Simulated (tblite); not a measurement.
A geometry optimisation, step by step.

C₅H₈ClFGe.
Atom-mapped SMILES: `[CH2:1]=[C:2]1[CH2:3][CH2:4][C@@H:5]([F:6])[Ge@H:7]1[Cl:8]` (hydrogens: H9, H10 on C1; H11, H12 on C3; H13, H14 on C4; H15 on C5; H16 on Ge7)

Computed with GFN2-xTB (tblite), gas phase: L-BFGS steps from a force-field or distance-geometry start until the largest atomic force falls under 0.01 eV/Å. 8 of its 91 geometries are shown.

Step 0: E = -707.2219 eV, largest atomic force 2.550 eV/Å
```
atom  x, y, z in Å  |  force x, y, z in eV/Å
C1      1.291    1.528    1.277   -0.389  -0.508  -0.220
C2      0.585    0.655    0.542    1.511   0.645   1.950
C3      0.453   -0.797    0.919   -0.599  -0.016  -0.242
C4     -0.680   -1.399    0.047   -0.112  -0.863   0.732
C5     -0.714   -0.766   -1.331   -0.105  -0.763  -0.509
F6     -1.974   -0.881   -1.907    0.222  -0.470  -0.083
Ge7    -0.253    1.096   -1.089   -0.668   1.540  -0.792
Cl8    -1.999    2.321   -0.731    0.579  -0.287  -0.236
H9      1.375    2.560    0.956    0.058  -0.218   0.214
H10     1.762    1.224    2.204    0.021   0.208  -0.110
H11     0.187   -0.902    1.991    0.310  -0.026  -0.572
H12     1.400   -1.320    0.718   -0.231   0.141   0.122
H13    -0.549   -2.505   -0.020   -0.160   0.636   0.007
H14    -1.649   -1.219    0.557    0.401   0.019  -0.373
H15     0.042   -1.232   -1.995   -0.577  -0.168   0.036
H16     0.714    1.645   -2.149   -0.262   0.130   0.077
```

Step 13: E = -707.5204 eV, largest atomic force 0.193 eV/Å
```
atom  x, y, z in Å  |  force x, y, z in eV/Å
C1      1.321    1.532    1.351    0.006   0.026   0.052
C2      0.628    0.687    0.603   -0.018   0.012   0.034
C3      0.442   -0.782    0.897   -0.004   0.062  -0.050
C4     -0.686   -1.399    0.054   -0.019  -0.037   0.007
C5     -0.723   -0.834   -1.362    0.018   0.074  -0.054
F6     -1.977   -1.027   -1.916    0.095  -0.007   0.014
Ge7    -0.270    1.123   -1.102    0.164  -0.059  -0.084
Cl8    -1.941    2.352   -0.828   -0.137   0.067  -0.009
H9      1.430    2.569    1.066   -0.033  -0.081  -0.002
H10     1.808    1.252    2.275   -0.054  -0.085  -0.034
H11     0.221   -0.938    1.956    0.087   0.003  -0.051
H12     1.380   -1.297    0.670    0.025  -0.001   0.002
H13    -0.577   -2.485    0.025   -0.044  -0.005   0.066
H14    -1.654   -1.171    0.510    0.019   0.040   0.023
H15    -0.016   -1.339   -2.032   -0.060   0.006   0.070
H16     0.609    1.765   -2.179   -0.044  -0.016   0.017
```

Step 26: E = -707.5505 eV, largest atomic force 0.118 eV/Å
```
atom  x, y, z in Å  |  force x, y, z in eV/Å
C1      1.294    1.503    1.391   -0.001   0.068   0.021
C2      0.633    0.698    0.578   -0.030   0.025   0.077
C3      0.480   -0.775    0.853    0.035  -0.025  -0.039
C4     -0.710   -1.359    0.085    0.008   0.035   0.002
C5     -0.712   -0.840   -1.352    0.009  -0.042   0.042
F6     -1.938   -1.055   -1.949   -0.008  -0.003   0.030
Ge7    -0.267    1.122   -1.137    0.005   0.015   0.083
Cl8    -1.992    2.308   -0.911    0.022  -0.024   0.017
H9      1.417    2.551    1.184   -0.018   0.098  -0.063
H10     1.745    1.151    2.308   -0.005  -0.034   0.012
H11     0.365   -0.949    1.927   -0.012  -0.042  -0.090
H12     1.403   -1.270    0.537   -0.005  -0.073  -0.046
H13    -0.683   -2.451    0.104   -0.044   0.051   0.032
H14    -1.636   -1.026    0.563   -0.018  -0.026  -0.046
H15     0.016   -1.375   -1.968    0.028  -0.005  -0.008
H16     0.576    1.778   -2.223    0.034  -0.017  -0.023
```

Step 39: E = -707.5632 eV, largest atomic force 0.048 eV/Å
```
atom  x, y, z in Å  |  force x, y, z in eV/Å
C1      1.271    1.513    1.417   -0.023   0.020   0.013
C2      0.637    0.696    0.593    0.010   0.008  -0.012
C3      0.506   -0.787    0.822    0.016   0.003   0.001
C4     -0.728   -1.330    0.101    0.002  -0.005  -0.015
C5     -0.701   -0.848   -1.343   -0.004   0.028  -0.039
F6     -1.919   -1.064   -1.958   -0.018  -0.005  -0.002
Ge7    -0.253    1.115   -1.131    0.019   0.012  -0.028
Cl8    -1.997    2.274   -0.915    0.035   0.010   0.004
H9      1.361    2.567    1.214   -0.013   0.005  -0.015
H10     1.724    1.163    2.334   -0.011   0.003  -0.004
H11     0.458   -1.016    1.887   -0.001   0.002   0.028
H12     1.396   -1.278    0.416    0.030  -0.016  -0.013
H13    -0.760   -2.419    0.160   -0.027  -0.027  -0.007
H14    -1.635   -0.933    0.565    0.005  -0.011   0.039
H15     0.037   -1.393   -1.938   -0.002  -0.024   0.006
H16     0.597    1.748   -2.235   -0.018  -0.003   0.044
```

Step 51: E = -707.5664 eV, largest atomic force 0.023 eV/Å
```
atom  x, y, z in Å  |  force x, y, z in eV/Å
C1      1.248    1.520    1.415   -0.019   0.002   0.011
C2      0.644    0.685    0.586    0.007  -0.009   0.006
C3      0.522   -0.800    0.812   -0.006  -0.016   0.003
C4     -0.726   -1.331    0.103    0.001   0.003  -0.006
C5     -0.707   -0.852   -1.343   -0.011  -0.004   0.007
F6     -1.929   -1.061   -1.950   -0.014  -0.001   0.001
Ge7    -0.241    1.109   -1.136    0.018   0.003  -0.002
Cl8    -1.961    2.300   -0.900    0.017  -0.003  -0.006
H9      1.315    2.573    1.200    0.000   0.018  -0.003
H10     1.696    1.192    2.342   -0.002  -0.020   0.009
H11     0.482   -1.034    1.877    0.013   0.016   0.004
H12     1.407   -1.292    0.395   -0.009   0.013  -0.005
H13    -0.779   -2.421    0.159    0.018   0.011   0.006
H14    -1.620   -0.923    0.585    0.009  -0.004  -0.010
H15     0.025   -1.410   -1.935   -0.009   0.012  -0.014
H16     0.619    1.755   -2.222   -0.011  -0.020   0.000
```

Step 64: E = -707.5701 eV, largest atomic force 0.057 eV/Å
```
atom  x, y, z in Å  |  force x, y, z in eV/Å
C1      1.197    1.526    1.441   -0.013   0.007   0.011
C2      0.657    0.684    0.575    0.015   0.015   0.016
C3      0.554   -0.803    0.790    0.018   0.038   0.013
C4     -0.709   -1.335    0.109    0.015  -0.006   0.003
C5     -0.728   -0.854   -1.337   -0.023   0.021  -0.018
F6     -1.978   -1.038   -1.896   -0.020   0.012  -0.008
Ge7    -0.214    1.100   -1.155   -0.002  -0.019   0.035
Cl8    -1.885    2.353   -0.911   -0.007   0.005  -0.024
H9      1.249    2.584    1.242   -0.004  -0.041   0.006
H10     1.608    1.195    2.386   -0.003   0.011  -0.039
H11     0.550   -1.039    1.855   -0.017  -0.037   0.006
H12     1.430   -1.285    0.343   -0.002   0.006  -0.009
H13    -0.761   -2.422    0.172    0.020  -0.022  -0.024
H14    -1.594   -0.928    0.608    0.015   0.014  -0.001
H15    -0.034   -1.419   -1.968   -0.005  -0.014   0.055
H16     0.651    1.688   -2.265    0.013   0.008  -0.022
```

Step 77: E = -707.5726 eV, largest atomic force 0.031 eV/Å
```
atom  x, y, z in Å  |  force x, y, z in eV/Å
C1      1.157    1.530    1.464   -0.013   0.000   0.002
C2      0.662    0.684    0.578   -0.011   0.001   0.000
C3      0.580   -0.806    0.774    0.004  -0.021  -0.001
C4     -0.696   -1.336    0.116    0.007  -0.011   0.000
C5     -0.749   -0.846   -1.327   -0.008  -0.006   0.024
F6     -2.019   -1.000   -1.849    0.005   0.002  -0.008
Ge7    -0.191    1.097   -1.162   -0.017   0.001  -0.024
Cl8    -1.833    2.394   -0.961   -0.003   0.002  -0.011
H9      1.185    2.589    1.274    0.009   0.029  -0.005
H10     1.553    1.202    2.414    0.018  -0.010   0.019
H11     0.602   -1.068    1.832    0.006   0.011   0.003
H12     1.447   -1.270    0.293    0.009  -0.005  -0.004
H13    -0.737   -2.426    0.165   -0.004  -0.004   0.005
H14    -1.567   -0.938    0.644    0.009  -0.003  -0.030
H15    -0.085   -1.431   -1.972   -0.024   0.014   0.009
H16     0.683    1.635   -2.294    0.012   0.000   0.020
```

Step 90: E = -707.5736 eV, largest atomic force 0.008 eV/Å
```
atom  x, y, z in Å  |  force x, y, z in eV/Å
C1      1.144    1.532    1.473   -0.001   0.002   0.003
C2      0.654    0.686    0.583   -0.004   0.000   0.000
C3      0.590   -0.806    0.768    0.000   0.003  -0.003
C4     -0.688   -1.343    0.117   -0.003  -0.003   0.000
C5     -0.762   -0.844   -1.321    0.000   0.000  -0.001
F6     -2.043   -0.984   -1.821    0.002  -0.002   0.003
Ge7    -0.193    1.096   -1.162    0.003  -0.001   0.002
Cl8    -1.822    2.416   -1.012    0.002  -0.002   0.002
H9      1.164    2.594    1.290   -0.001  -0.005   0.002
H10     1.548    1.200    2.420    0.002   0.002  -0.006
H11     0.626   -1.074    1.825   -0.008   0.002   0.002
H12     1.456   -1.259    0.276    0.004   0.003  -0.006
H13    -0.721   -2.433    0.161    0.001  -0.006   0.002
H14    -1.558   -0.954    0.652   -0.001   0.003   0.005
H15    -0.117   -1.430   -1.982   -0.001   0.002  -0.001
H16     0.714    1.611   -2.277    0.005   0.004  -0.004
```

Task: Summarise the path.

Result: The energy falls by 33.93 kJ/mol from step 0 to step 90; nine tenths of that is first reached at step 22. It falls at every step. The largest force goes from 2.550 to 0.008 eV/Å. Among the bonds C2–Ge7 changes most, from 1.886 to 1.982 Å; the atoms move by 0.276 Å rms after alignment.

Task: Follow the three bonds and two angles with the largest change from start to end.

Result: 
```json
{"step": "0", "E above end (kJ/mol)": "33.93", "largest force (eV/Å)": "2.550", "C2–Ge7 (Å)": "1.886", "C5–Ge7 (Å)": "1.934", "Ge7–Cl8 (Å)": "2.163", "Cl8–Ge7–H16 (°)": "114.9", "C3–C2–Ge7 (°)": "113.8"}
{"step": "4", "E above end (kJ/mol)": "12.56", "largest force (eV/Å)": "0.517", "C2–Ge7 (Å)": "1.959", "C5–Ge7 (Å)": "2.009", "Ge7–Cl8 (Å)": "2.078", "Cl8–Ge7–H16 (°)": "115.8", "C3–C2–Ge7 (°)": "111.5"}
{"step": "8", "E above end (kJ/mol)": "6.77", "largest force (eV/Å)": "0.213", "C2–Ge7 (Å)": "1.970", "C5–Ge7 (Å)": "2.015", "Ge7–Cl8 (Å)": "2.113", "Cl8–Ge7–H16 (°)": "110.2", "C3–C2–Ge7 (°)": "109.1"}
{"step": "12", "E above end (kJ/mol)": "5.45", "largest force (eV/Å)": "0.125", "C2–Ge7 (Å)": "1.979", "C5–Ge7 (Å)": "2.026", "Ge7–Cl8 (Å)": "2.097", "Cl8–Ge7–H16 (°)": "108.4", "C3–C2–Ge7 (°)": "109.1"}
{"step": "16", "E above end (kJ/mol)": "4.43", "largest force (eV/Å)": "0.088", "C2–Ge7 (Å)": "1.972", "C5–Ge7 (Å)": "2.022", "Ge7–Cl8 (Å)": "2.103", "Cl8–Ge7–H16 (°)": "106.2", "C3–C2–Ge7 (°)": "109.0"}
{"step": "20", "E above end (kJ/mol)": "3.57", "largest force (eV/Å)": "0.099", "C2–Ge7 (Å)": "1.981", "C5–Ge7 (Å)": "2.033", "Ge7–Cl8 (Å)": "2.111", "Cl8–Ge7–H16 (°)": "105.7", "C3–C2–Ge7 (°)": "109.2"}
{"step": "23", "E above end (kJ/mol)": "3.03", "largest force (eV/Å)": "0.189", "C2–Ge7 (Å)": "1.979", "C5–Ge7 (Å)": "2.031", "Ge7–Cl8 (Å)": "2.098", "Cl8–Ge7–H16 (°)": "106.2", "C3–C2–Ge7 (°)": "109.3"}
{"step": "27", "E above end (kJ/mol)": "2.06", "largest force (eV/Å)": "0.133", "C2–Ge7 (Å)": "1.984", "C5–Ge7 (Å)": "2.023", "Ge7–Cl8 (Å)": "2.109", "Cl8–Ge7–H16 (°)": "106.8", "C3–C2–Ge7 (°)": "108.5"}
{"step": "31", "E above end (kJ/mol)": "1.57", "largest force (eV/Å)": "0.066", "C2–Ge7 (Å)": "1.981", "C5–Ge7 (Å)": "2.023", "Ge7–Cl8 (Å)": "2.101", "Cl8–Ge7–H16 (°)": "107.4", "C3–C2–Ge7 (°)": "107.8"}
{"step": "35", "E above end (kJ/mol)": "1.22", "largest force (eV/Å)": "0.071", "C2–Ge7 (Å)": "1.986", "C5–Ge7 (Å)": "2.023", "Ge7–Cl8 (Å)": "2.105", "Cl8–Ge7–H16 (°)": "108.2", "C3–C2–Ge7 (°)": "107.8"}
{"step": "39", "E above end (kJ/mol)": "1.01", "largest force (eV/Å)": "0.048", "C2–Ge7 (Å)": "1.985", "C5–Ge7 (Å)": "2.024", "Ge7–Cl8 (Å)": "2.105", "Cl8–Ge7–H16 (°)": "107.9", "C3–C2–Ge7 (°)": "107.5"}
{"step": "43", "E above end (kJ/mol)": "0.87", "largest force (eV/Å)": "0.042", "C2–Ge7 (Å)": "1.983", "C5–Ge7 (Å)": "2.023", "Ge7–Cl8 (Å)": "2.102", "Cl8–Ge7–H16 (°)": "107.7", "C3–C2–Ge7 (°)": "107.6"}
{"step": "47", "E above end (kJ/mol)": "0.78", "largest force (eV/Å)": "0.033", "C2–Ge7 (Å)": "1.982", "C5–Ge7 (Å)": "2.025", "Ge7–Cl8 (Å)": "2.104", "Cl8–Ge7–H16 (°)": "107.4", "C3–C2–Ge7 (°)": "107.6"}
{"step": "51", "E above end (kJ/mol)": "0.70", "largest force (eV/Å)": "0.023", "C2–Ge7 (Å)": "1.982", "C5–Ge7 (Å)": "2.026", "Ge7–Cl8 (Å)": "2.105", "Cl8–Ge7–H16 (°)": "107.5", "C3–C2–Ge7 (°)": "107.8"}
{"step": "55", "E above end (kJ/mol)": "0.64", "largest force (eV/Å)": "0.040", "C2–Ge7 (Å)": "1.983", "C5–Ge7 (Å)": "2.028", "Ge7–Cl8 (Å)": "2.104", "Cl8–Ge7–H16 (°)": "107.3", "C3–C2–Ge7 (°)": "107.8"}
{"step": "59", "E above end (kJ/mol)": "0.57", "largest force (eV/Å)": "0.050", "C2–Ge7 (Å)": "1.980", "C5–Ge7 (Å)": "2.025", "Ge7–Cl8 (Å)": "2.103", "Cl8–Ge7–H16 (°)": "107.3", "C3–C2–Ge7 (°)": "107.8"}
{"step": "63", "E above end (kJ/mol)": "0.39", "largest force (eV/Å)": "0.066", "C2–Ge7 (Å)": "1.981", "C5–Ge7 (Å)": "2.027", "Ge7–Cl8 (Å)": "2.102", "Cl8–Ge7–H16 (°)": "107.7", "C3–C2–Ge7 (°)": "107.6"}
{"step": "67", "E above end (kJ/mol)": "0.25", "largest force (eV/Å)": "0.041", "C2–Ge7 (Å)": "1.981", "C5–Ge7 (Å)": "2.029", "Ge7–Cl8 (Å)": "2.104", "Cl8–Ge7–H16 (°)": "107.8", "C3–C2–Ge7 (°)": "107.5"}
{"step": "70", "E above end (kJ/mol)": "0.19", "largest force (eV/Å)": "0.033", "C2–Ge7 (Å)": "1.982", "C5–Ge7 (Å)": "2.028", "Ge7–Cl8 (Å)": "2.103", "Cl8–Ge7–H16 (°)": "107.8", "C3–C2–Ge7 (°)": "107.4"}
{"step": "74", "E above end (kJ/mol)": "0.15", "largest force (eV/Å)": "0.028", "C2–Ge7 (Å)": "1.982", "C5–Ge7 (Å)": "2.027", "Ge7–Cl8 (Å)": "2.102", "Cl8–Ge7–H16 (°)": "107.7", "C3–C2–Ge7 (°)": "107.3"}
{"step": "78", "E above end (kJ/mol)": "0.09", "largest force (eV/Å)": "0.035", "C2–Ge7 (Å)": "1.982", "C5–Ge7 (Å)": "2.028", "Ge7–Cl8 (Å)": "2.103", "Cl8–Ge7–H16 (°)": "107.4", "C3–C2–Ge7 (°)": "107.3"}
{"step": "82", "E above end (kJ/mol)": "0.04", "largest force (eV/Å)": "0.022", "C2–Ge7 (Å)": "1.984", "C5–Ge7 (Å)": "2.027", "Ge7–Cl8 (Å)": "2.102", "Cl8–Ge7–H16 (°)": "107.3", "C3–C2–Ge7 (°)": "107.2"}
{"step": "86", "E above end (kJ/mol)": "0.02", "largest force (eV/Å)": "0.020", "C2–Ge7 (Å)": "1.982", "C5–Ge7 (Å)": "2.028", "Ge7–Cl8 (Å)": "2.102", "Cl8–Ge7–H16 (°)": "107.4", "C3–C2–Ge7 (°)": "107.3"}
{"step": "90", "E above end (kJ/mol)": "0.00", "largest force (eV/Å)": "0.008", "C2–Ge7 (Å)": "1.982", "C5–Ge7 (Å)": "2.028", "Ge7–Cl8 (Å)": "2.102", "Cl8–Ge7–H16 (°)": "107.5", "C3–C2–Ge7 (°)": "107.2"}
```

The cost below is that of the whole relaxation. Time: 1.3 s wall. Hardware: Arm Neoverse N1, one thread, on a shared host.
